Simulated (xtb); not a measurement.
C3H10N (SMILES CC(C)[NH3+]), charge +1, singlet, geometry from GFN2-xTB; GFN1-xTB (xtb).

Input for xtb:
```
$ xtb mol.xyz --gfn 1 --chrg 1 --uhf 0 --json

# file mol.xyz
14

C     -0.39725636    -1.28515272     0.57940966
C      0.09548258     0.13341939     0.36938894
C     -0.99337004     1.06988112    -0.11711552
N      1.19105752     0.10155536    -0.67598328
H     -0.84469694    -1.68443903    -0.32777214
H      0.40505652    -1.94411756     0.90202263
H     -1.15853618    -1.29523998     1.35356128
H      0.54487941     0.51899422     1.28845147
H     -0.61198119     2.07383791    -0.28632852
H     -1.77502768     1.14029938     0.63322578
H     -1.44860097     0.70137169    -1.03339990
H      0.80054989    -0.25809640    -1.55779652
H      1.95847618    -0.51671124    -0.38424334
H      1.56334124     1.04432681    -0.84593620
```

The log (banner, timings and long lists left out):

```
   ID    Z sym.   atoms
    1    6 C      1-3
    2    7 N      4
    3    1 H      5-14

           -------------------------------------------------
          |                Calculation Setup                |
           -------------------------------------------------

           -------------------------------------------------
          |                 G F N 1 - x T B                 |
           -------------------------------------------------

          ...................................................
          :                      SETUP                      :
          :.................................................:
          :  # basis functions                  36          :
          :  # atomic orbitals                  36          :
          :  # shells                           28          :
          :  # electrons                        26          :
          :  # halogen bonds                     0          :
          :  max. iterations                   250          :
          :  Hamiltonian                  GFN1-xTB          :
          :  restarted?                      false          :
          :  GBSA solvation                  false          :
          :  PC potential                    false          :
          :  electronic temp.          300.0000000     K    :
          :  accuracy                    1.0000000          :
          :  -> integral cutoff          0.2500000E+02      :
          :  -> integral neglect         0.1000000E-07      :
          :  -> SCF convergence          0.1000000E-05 Eh   :
          :  -> wf. convergence          0.2000000E-04 e    :
          :  Broyden damping             0.4000000          :
          :  net charge                          1          :
          :  unpaired electrons                  0          :
          ...................................................

 iter      E             dE          RMSdq      gap      omega  full diag
   1    -14.6482539 -0.146483E+02  0.702E+00    9.26       0.0  T
   2    -14.7040272 -0.557732E-01  0.417E+00    8.51       1.0  T
   3    -14.7064283 -0.240114E-02  0.797E-01    7.50       1.0  T
   4    -14.7074323 -0.100397E-02  0.721E-02    7.63       1.0  T
   5    -14.7074511 -0.188237E-04  0.198E-02    7.67       1.3  T
   6    -14.7074521 -0.104961E-05  0.203E-03    7.69      13.2  T
   7    -14.7074522 -0.469337E-07  0.686E-04    7.69      39.0  T
   8    -14.7074522 -0.204925E-08  0.419E-05    7.69     637.2  T
   9    -14.7074522 -0.878586E-11  0.980E-06    7.69    2727.6  T

   *** convergence criteria satisfied after 9 iterations ***

         :::::::::::::::::::::::::::::::::::::::::::::::::::::
         ::                     SUMMARY                     ::
         :::::::::::::::::::::::::::::::::::::::::::::::::::::
         :: total energy             -14.512291709806 Eh    ::
         :: gradient norm              0.019174614427 Eh/a0 ::
         :: HOMO-LUMO gap              7.693692303709 eV    ::
         ::.................................................::
         :: SCC energy               -14.707452195197 Eh    ::
         :: -> electrostatic           0.120678216393 Eh    ::
         :: repulsion energy           0.199341833497 Eh    ::
         :: dispersion energy         -0.004181348106 Eh    ::
         :: halogen bond corr.         0.000000000000 Eh    ::
         :: add. restraining           0.000000000000 Eh    ::
         :: total charge               1.000000000000 e     ::
         :::::::::::::::::::::::::::::::::::::::::::::::::::::

           -------------------------------------------------
          |                Property Printout                |
           -------------------------------------------------

    * Orbital Energies and Occupations

         #    Occupation            Energy/Eh            Energy/eV
      -------------------------------------------------------------
         1        2.0000           -1.0640130             -28.9533
[...]
        10        2.0000           -0.6929973             -18.8574
        11        2.0000           -0.6913964             -18.8139
        12        2.0000           -0.6781614             -18.4537
        13        2.0000           -0.6764203             -18.4063 (HOMO)
        14                         -0.3936823             -10.7126 (LUMO)
        15                         -0.3322504              -9.0410
        16                         -0.3294185              -8.9639
        17                         -0.2992552              -8.1431
        18                         -0.2909421              -7.9169
        19                         -0.2869269              -7.8077
        20                         -0.2473243              -6.7300
        21                         -0.2414350              -6.5698
        22                         -0.2338137              -6.3624
        23                         -0.2246396              -6.1128
        24                         -0.2139079              -5.8207
       ...                                ...                  ...
        36                          0.3655765               9.9478
      -------------------------------------------------------------
                  HL-Gap            0.2827380 Eh            7.6937 eV
             Fermi-level           -0.5350513 Eh          -14.5595 eV

  Mulliken/CM5 charges         n(s)   n(p)   n(d)
     1C    -0.11229 -0.25917   1.018  3.094  0.000
     2C     0.10162  0.07066   1.063  2.836  0.000
     3C    -0.11229 -0.25917   1.018  3.094  0.000
     4N    -0.23603 -0.84433   1.463  3.773  0.000
     5H     0.06199  0.11679   0.938  0.000  0.000
     6H     0.06443  0.11880   0.936  0.000  0.000
     7H     0.09125  0.14428   0.909  0.000  0.000
     8H     0.07326  0.13958   0.927  0.000  0.000
     9H     0.06443  0.11880   0.936  0.000  0.000
    10H     0.09125  0.14428   0.909  0.000  0.000
    11H     0.06199  0.11679   0.938  0.000  0.000
    12H     0.28015  0.46117   0.720  0.000  0.000
    13H     0.28512  0.46575   0.715  0.000  0.000
    14H     0.28512  0.46575   0.715  0.000  0.000

Wiberg/Mayer (AO) data.
largest (>0.10) Wiberg bond orders for each atom

 ---------------------------------------------------------------------------
     #   Z sym  total        # sym  WBO       # sym  WBO       # sym  WBO
 ---------------------------------------------------------------------------
     1   6 C    3.983 --     2 C    1.014     5 H    0.982     6 H    0.981
                             7 H    0.972
     2   6 C    3.861 --     3 C    1.014     1 C    1.014     8 H    0.972
                             4 N    0.853
     3   6 C    3.983 --     2 C    1.014    11 H    0.982     9 H    0.981
                            10 H    0.972
     4   7 N    3.581 --    12 H    0.905    14 H    0.902    13 H    0.902
                             2 C    0.853
     5   1 H    0.995 --     1 C    0.982
     6   1 H    0.995 --     1 C    0.981
     7   1 H    0.992 --     1 C    0.972
     8   1 H    0.997 --     2 C    0.972
     9   1 H    0.995 --     3 C    0.981
    10   1 H    0.992 --     3 C    0.972
    11   1 H    0.995 --     3 C    0.982
    12   1 H    0.931 --     4 N    0.905
    13   1 H    0.926 --     4 N    0.902
    14   1 H    0.926 --     4 N    0.902
 ---------------------------------------------------------------------------

Topologies differ in total number of bonds
Writing topology from bond orders to xtbtopo.mol

 dipole moment from electron density (au)
     X       Y       Z
   1.7602   0.1485  -1.0044  total (Debye):    5.165

           -------------------------------------------------
          | TOTAL ENERGY              -14.512291709806 Eh   |
          | GRADIENT NORM               0.019174614427 Eh/α |
          | HOMO-LUMO GAP               7.693692303709 eV   |
           -------------------------------------------------

normal termination of xtb
```
